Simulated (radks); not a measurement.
Q: Excited configurations of B I: one electron is placed in a higher orbital outside [He] 2s2. The ground configuration is [He] 2s2 2p1. All-electron calculation, non-relativistic Kohn-Sham, PBE, spin-polarised, spherical densities, point nucleus; open shells are filled with parallel spins first. Program: a radial shooting solver on a logarithmic mesh with Libxc functionals. Excitation = E - E(ground); binding = E(ion) - E, where the ion is the core of charge +1; n* = 1/sqrt(2 binding) in atomic units, and the quantum defect is n - n*.

outer orbital  excitation (eV)  binding (eV)     n*  quantum defect  eigenvalue (eV)  <r> (bohr)
3p                       5.933         2.555  2.307           0.693           -1.423       7.590
3d                       6.787         1.701  2.828           0.172           -0.791       9.514
4p                       7.102         1.386  3.133           0.867           -0.840       15.33
5d                       7.751         0.737  4.296           0.704           -0.466       28.60
6s                       7.808         0.680  4.473           1.527           -0.464       34.20

Estimate the row for 4d.

A: excitation (eV) 7.402; binding (eV) 1.087; n* 3.538; quantum defect 0.462; eigenvalue (eV) -0.618; <r> (bohr) 17.93. The Delta-SCF ionisation energy is 8.489 eV (NIST Atomic Spectra Database: 8.298 eV, measured). Self-interaction in the functional shifts the binding energies and quantum defects, so they are the method's values and not measured ones. Open shells are spherical and high-spin; term and fine-structure splittings are not resolved.
